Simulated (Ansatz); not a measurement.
Consider the redistribution: `[CH3][Al]([SiH3])[Br]` + `OC[SiH2]Cl` → `[CH3][Al]([OH])[Br]` + `[SiH3]C[SiH2]Cl`.

Calculated with Ansatz (gas phase, PBE0-D4/def2-TZVP geometries, no zero-point term in ΔE). CBS: MP2 limit from def2 TZ/QZ plus the TZ coupled-cluster correction, frozen cores. Functionals use def2-TZVPP. B3LYP here is the variant with VWN-RPA as its local correlation; programs differ in this. For Br outer-core shells are correlated without core-valence functions, which leaves a few kJ/mol of doubt a bond. Scalar relativity is left out up to krypton. Each species was taken in one conformer, which may not be the lowest.

`[CH3][Al]([SiH3])[Br]`:

Cartesian coordinates in Å:
```
C 0.067 1.577 1.151
Al 0.692 -0.052 0.295
Si -0.604 -1.403 -1.285
Br 2.788 -0.784 0.779
H -0.842 1.382 1.729
H -0.196 2.328 0.399
H 0.814 2.008 1.820
H 0.146 -2.592 -1.769
H -0.996 -0.586 -2.470
H -1.868 -1.878 -0.650
```

`OC[SiH2]Cl`:

Cartesian coordinates in Å:
```
O 1.650 -0.420 0.396
C 0.697 -0.077 -0.594
Si -1.056 -0.050 0.091
Cl -1.008 1.206 1.732
H 1.543 0.183 1.139
H 0.762 -0.841 -1.375
H 0.930 0.883 -1.075
H -2.029 0.500 -0.885
H -1.489 -1.383 0.571
```

`[CH3][Al]([OH])[Br]`:

Cartesian coordinates in Å:
```
C 0.778 0.087 1.047
Al -0.314 0.123 -0.544
O -1.302 -1.187 -0.947
Br -0.315 1.914 -1.932
H 0.521 0.916 1.712
H 0.651 -0.848 1.595
H 1.836 0.200 0.794
H -1.855 -1.204 -1.726
```

`[SiH3]C[SiH2]Cl`:

Cartesian coordinates in Å:
```
Si 1.217 0.340 -1.051
C 0.358 -0.521 0.379
Si -1.375 0.061 0.694
Cl -2.193 -0.959 2.288
H 2.594 -0.192 -1.227
H 0.457 0.123 -2.311
H 1.298 1.802 -0.795
H 0.336 -1.598 0.181
H 0.950 -0.370 1.288
H -1.398 1.504 1.036
H -2.243 -0.191 -0.481
```

```tsv
level	ΔE (kJ/mol)
B3LYP-D4	-248.2
PBE	-225.6
PBE0	-235.3
CCSD/def2-TZVPP	-256.6
```

Problem. What does CCSD(T)/CBS give? (Estimate.)

Solution. Computed: -257.2 kJ/mol. The listed levels differ from it by 9.0, 31.6, 21.9, 0.6 kJ/mol.

Largest T1 diagnostic among the species: 0.010.

From PBE to PBE0 (25 % exact exchange), in def2-TZVPP and without D4, ΔE moves by −9.7 kJ/mol.
